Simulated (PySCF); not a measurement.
C₂H₇Cl₂NSi, SMILES C[C@H](N)[SiH](Cl)Cl. Atoms are numbered in the order given.

```xyz
13

C     -2.1299     0.8062     1.2967
C     -1.3246     0.7523    -0.0138
N     -1.8047    -0.1802    -1.0301
Si     0.5010     0.3482     0.3120
Cl     1.6636     0.6532    -1.3745
Cl     0.5819    -1.6666     0.8576
H     -3.1910     1.0601     1.0874
H     -2.1130    -0.1778     1.8108
H     -1.7361     1.5662     2.0044
H     -1.2984     1.7712    -0.4668
H     -2.7765     0.0371    -1.2876
H     -1.8095    -1.1364    -0.6496
H      1.0967     1.1431     1.4334
```

Coordinates come from a PBE-D3(BJ)/def2-SVP optimisation. The structure was generated by enumeration; whether it is a known compound was not checked. The values are those of a single conformer.

Calculation: ωB97X/def2-TZVP (PySCF).

ESP charges are fitted to the potential on shells at 1.4 to 2.0 van der Waals radii. Atomic charges (e):

```
atom    IAO  ESP fit
----  -----  -------
C1    -0.42    -0.69
C2    -0.27     0.37
N3    -0.58    -0.94
Si4    1.01     0.01
Cl5   -0.31    -0.08
Cl6   -0.33    -0.09
H7     0.14     0.17
H8     0.13     0.18
H9     0.14     0.19
H10    0.14     0.10
H11    0.25     0.37
H12    0.24     0.36
H13   -0.14     0.03
```

Computed Mayer and Wiberg (Löwdin basis) orders of the bonds:
```csv
bond,Mayer,Wiberg
C1–C2,0.97,1.27
C2–N3,0.98,1.43
C2–Si4,0.95,1.06
Si4–Cl5,1.20,1.81
Si4–Cl6,1.12,1.74
C1–H7,0.98,0.90
C1–H8,0.96,0.90
C1–H9,0.97,0.90
C2–H10,0.94,0.81
N3–H11,0.94,0.95
N3–H12,0.93,0.94
Si4–H13,0.94,0.92
```
